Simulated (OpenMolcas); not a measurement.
# Lines of As+: computed and rescaled rates

* Program: OpenMolcas 26.06
* Method: MS-RASPT2, IPEA 0.25 Eh, imaginary shift 0.1 Eh (closed shells correlated: 3d 4s)
* Basis: ANO-R3 [7s6p5d3f2g]
* Scalar Hamiltonian: X2C, finite nucleus
* Active space: 2 electrons in 9 orbitals (RAS2 4p; RAS3 4d 5s, at most 1 electron)
* State averaging: 2S+1 = 3 even, 3 roots; 2S+1 = 1 even, 6 roots; 2S+1 = 3 odd, 18 roots; 2S+1 = 1 odd, 18 roots
* Spin-orbit coupling: state interaction with AMFI integrals over the reference wave functions, term energies averaged over their components

Rates come from the transition moments of the reference wave functions (E1 and E2 in the length form). At fixed line strength A goes as λ^-3 for E1 and M1 and as λ^-5 for E2, so a rate at the computed wavelength can be rescaled to the measured one. Measured vacuum wavelengths follow from level energies in NIST Handbook of Basic Atomic Spectroscopic Data. Branching counts decays inside the model space alone, at computed energies, and the table is only a selection of the E1 lines, drawn from those between levels with measured partners whose computed energy lies within a factor of 1.5 of the measured one.

```tsv
Upper	Lower	Type	λ computed (nm)	λ measured (nm)	A computed (s-1)	A rescaled (s-1)	Branching %
4s² 4p 5s ¹P°₁	4s² 4p² ¹D₂	E1	137.8	137.5	1.31e+09	1.32e+09	89.3
4s² 4p 5s ³P°₀	4s² 4p² ³P₁	E1	128.4	128.8	9.75e+08	9.66e+08	100.0
4s² 4p 5s ³P°₂	4s² 4p² ³P₂	E1	126.7	126.6	7.47e+08	7.49e+08	73.0
4s² 4p 5s ³P°₁	4s² 4p² ³P₂	E1	130	130.6	4.12e+08	4.06e+08	39.3
4s² 4p 5s ³P°₁	4s² 4p² ³P₀	E1	126.3	126.4	3.13e+08	3.12e+08	29.8
4s² 4p 5s ³P°₂	4s² 4p² ³P₁	E1	124.6	124.3	2.67e+08	2.69e+08	26.1
4s² 4p 5s ³P°₁	4s² 4p² ³P₁	E1	127.8	128.1	2.18e+08	2.16e+08	20.7
4s² 4p 5s ³P°₁	4s² 4p² ¹D₂	E1	144.8	144.9	1.02e+08		9.7
4s² 4p 5s ¹P°₁	4s² 4p² ¹S₀	E1	177.9	166.1	8.78e+07	1.08e+08	6.0
4s² 4p 5s ¹P°₁	4s² 4p² ³P₁	E1	122.3	122.3	3.34e+07		2.3
4s² 4p 5s ¹P°₁	4s² 4p² ³P₀	E1	120.9	120.7	3.25e+07		2.2
4s² 4p 5s ³P°₂	4s² 4p² ¹D₂	E1	140.8	140	9.95e+06		1.0
4s² 4p 5s ³P°₁	4s² 4p² ¹S₀	E1	189.8	176.9	5.54e+06		0.5
```

Spin-changing lines and M1 lines between different terms are not rescaled, since their strength hangs on the term gaps too.

The largest correction is for 4s² 4p 5s ¹P°₁ → 4s² 4p² ¹S₀ (E1): 8.78e+07 × (177.9 / 166.1)^3 = 1.08e+08 s-1, a factor of 1.23.

The computed rate and branching of 4s² 4p 5s ³P°₀ → 4s² 4p² ³P₁ give the upper level a radiative lifetime of 1.000 / 9.75e+08 s-1 = 1.03e-09 s, counting decays inside the model space alone. The rescaled rate gives about 1.0e-09 s.

No measured rate stands beside these. Rescaling mends the energy factor alone: line strengths can still be far off where a level mixes with configurations outside the active space, and weak or spin-changing lines hang on small mixing coefficients that depend on the term gaps too, so rescaling need not improve them.

Term energies are means over components that CASPT2 splits; among the terms shown or strongly mixed into the levels shown the widest spread is 120 cm-1 (4s² 4p² ¹D). Over all roots computed the reference weight is 0.85 to 0.94; the roots of lowest weight are the least certain, and an intruder state may touch them. ANO sets are built for valence states and can reach diffuse excited orbitals poorly, and with the s shell closed the s pⁿ⁺¹ terms that mix with these levels are absent. With the s shell closed, the reference lacks s² → p² mixing. Some terms miss by over 15 % even with CASPT2, which points to a basis or an active space too small for the shells correlated. Computed and measured levels are paired by configuration, term and J; levels that our copy of the source lacks, or whose pairing is in doubt (as where it misses far off the trend of its configuration), stay unpaired. Where the source uses jj or jK labels, the order within each J decides. Levels of configurations outside the active space are missing.

° marks odd parity.
